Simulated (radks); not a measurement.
Task: Sc IV, 18 electrons, occupied as [Ar]. Calculated with a radial shooting solver on a logarithmic mesh with Libxc functionals: scalar-relativistic Kohn-Sham, LDA (Slater exchange, Perdew-Zunger correlation), spin-unpolarised, spherical densities, point nucleus. Some entries of the table are withheld. Estimate them.

orbital  occ.  eigenvalue (eV)  <1/r> (bohr^-1)  <r^2> (bohr^2)
1s          2        -4417.838            20.72        0.007206
2s          2              (1)            4.284          0.1405
2p          6        -421.2972            4.195          0.1174
3s          2              (2)            1.330           1.286
3p          6         -64.6292              (3)             (4)
3d          0         -32.5306           0.9419           2.241
4s          0              (5)           0.4993             (6)

Result: 
(1) 2s eigenvalue (eV): -506.2874
(2) 3s eigenvalue (eV): -86.1908
(3) 3p <1/r> (bohr^-1): 1.212
(4) 3p <r^2> (bohr^2): 1.492
(5) 4s eigenvalue (eV): -24.7381
(6) 4s <r^2> (bohr^2): 8.241
